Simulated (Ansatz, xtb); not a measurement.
Pulling on the Ga1–H2 bond in GaH3O2 (SMILES [OH][GaH][OH]) (multiplicity 1 held, fragments rigid). Energies count from the point at 1.547 Å.
Geometry at that point (charge 0, multiplicity 1):
| atom | x (Å) | y (Å) | z (Å) |
|---|---|---|---|
| Ga | -0.2440 | -0.1775 | -0.1512 |
| H | -1.3542 | -1.0163 | -0.8271 |
| O | 0.0204 | 1.5378 | -0.5766 |
| H | 0.7423 | 1.9403 | -0.0819 |
| O | 0.9023 | -0.7560 | 1.1056 |
| H | 0.7953 | -1.6758 | 1.3651 |

R- and RO- levels are restricted; in cc, def2 and unpolarised 6-31G sets they are followed outwards from rest. U- levels take the lowest unrestricted solution at each point, which mixes spins at long bonds. Active spaces are followed from a long bond inwards. Left out are points that failed, MP2 points that dive below the minimum, coupled-cluster points behind a jump of the amplitudes or a sharp parting from full CI or MRCI, small-basis points behind a change of solution, and semi-empirical points at long bonds. Curves can end on different states.

Frozen-core correlation. Filled d and f shells under p-block atoms count as core.

Codes used: Ansatz (an electronic-structure program); xtb for the GFN methods. Each number belongs to the level named beside it. The GFN methods have no spin term and hold the electronic entropy of 300 K.

Energies in eV.

```tsv
R (Å)	GFN2-xTB	R-MP2/cc-pVDZ	R-SCS-MP2/cc-pVDZ	U-CCSD(T)/cc-pVDZ	FIC-NEVPT4(SD) on CASSCF(2,2)/cc-pVDZ	FIC-MRCISD+Q on CASSCF(2,2)/cc-pVDZ
1.238	0.98	1.31	1.31	1.32	1.32	1.31
1.392	0.12	0.28	0.28	0.29	0.29	0.28
1.547	0.00	0.00	0.00	0.00	0.00	0.00
1.702	0.15	0.13	0.12	0.11	0.11	0.11
1.856	0.39	0.46	0.46	0.42	0.42	0.43
2.088	0.82	1.15	1.14	1.05	1.04	1.06
2.320	1.27	1.87	1.85	1.71	1.68	1.70
2.707	1.96	2.96	2.93	2.62	2.54	2.57
3.094	2.55	3.81	3.74	3.20	3.08	3.11
3.558	3.07	4.49	4.36	3.46	3.38	3.41
4.177	3.47	4.88	4.66	3.52	3.50	3.53
4.950	left out	4.73	4.34	3.53	3.53	3.56
```

Doubts at one or more of the structures used: a restricted determinant that unrestricted orbitals would lower (R-MP2/cc-pVDZ, R-SCS-MP2/cc-pVDZ); a spin-contaminated determinant (U-CCSD(T)/cc-pVDZ); T1 above 0.05 (U-CCSD(T)/cc-pVDZ).
